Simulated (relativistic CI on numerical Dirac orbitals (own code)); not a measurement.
# How well does a small relativistic CI reproduce Pt?

Calculated at this level of theory: Dirac-Coulomb-Breit CI, orbitals from a KLI potential per configuration, QED by a radiative potential, valence Slater integrals scaled by 0.85, P86 correlation energy added to each configuration (own radial code, finite nucleus).

Configurations in the expansion (outside the closed core [Xe] 4f14): 5d⁹6s, 5d⁸6s², 5d¹⁰, 5d⁸6s6p, 5d⁹6p, 5d⁹6d, 5d⁹7s, 5d⁷6s²6p, 5d⁹7p, 5d⁹8s, 5d⁹8p, 5d⁹7d, 5d⁹5f, 5d⁹8d, 5d⁹6f. Double excitations out of closed p, d and f shells are left out; levels of such configurations are missing from the list, as are those of other unlisted configurations, and high levels can miss mixing partners.

| Configuration | Term (tabulated) | J | Measured (cm⁻¹) | Computed | Error | Purity (%) |
| --- | --- | --- | --- | --- | --- | --- |
| 5d⁹6s | 3D | 3 | 0.0 | 0 | 0 | 100 |
| 5d⁸6s² | 3F | 4 | 823.7 | 4194 | 3370 | 96 |
| 5d¹⁰ | 1S | 0 | 6140.2 | 5764 | -376 | 92 |
| 5d⁸6s² | 3F | 3 | 10116.7 | 12816 | 2699 | 100 |
| 5d⁹6s | 3D | 1 | 10131.9 | 9481 | -651 | 100 |
| 5d⁸6s² | 3P | 0 | 16983.5 | 21777 | 4794 | 85 |
| 5d⁸6s² | 3P | 1 | 18566.6 | 23131 | 4565 | 100 |
| 5d⁸6s² | 1G | 4 | 21967.1 | 25302 | 3335 | 96 |
| 5d⁸6s² | 1D | 2 | 26638.6 | 29502 | 2863 | 55 |
| 5d⁸6s6p | 5D° | 4 | 30156.9 | 24970 | -5187 | 78 |
| 5d⁹6p | 3P° | 2 | 32620.0 | 27286 | -5334 | 56 |
| 5d⁸6s6p | 5G° | 6 | 36781.6 | 30415 | -6366 | 97 |

Measured levels from NIST Handbook of Basic Atomic Spectroscopic Data (Sansonetti and Martin, J. Phys. Chem. Ref. Data 34, 1559 (2005)); pairs were made by configuration, J and term (by order where the table uses no LS term), so strongly mixed levels may be paired wrongly.

Mean error by configuration (cm⁻¹): 5d⁸6s² 3604; 5d¹⁰ -376; 5d⁹6s -651; 5d⁸6s6p -5776; 5d⁹6p -5334. Over the excited levels the mean absolute error is 3595 cm⁻¹ (11 of the 30 excited levels that our extract of the source holds in range could be paired, and the others can miss by more), and the median relative error of those above 1,000 cm⁻¹ is 17 %. Some levels of the ground configuration have no partner.

Transition probabilities of persistent lines. The last column rescales the computed rate by the cube of measured over computed energy:

| λ measured (Å) | Lower | Upper | A tabulated (s⁻¹) | A computed | A rescaled |
| --- | --- | --- | --- | --- | --- |
| 3064.71 air | 5d⁹6s ³D3 | 5d⁹6p ³P°2 | 6.44e+07 | 5.46e+07 | 9.33e+07 |
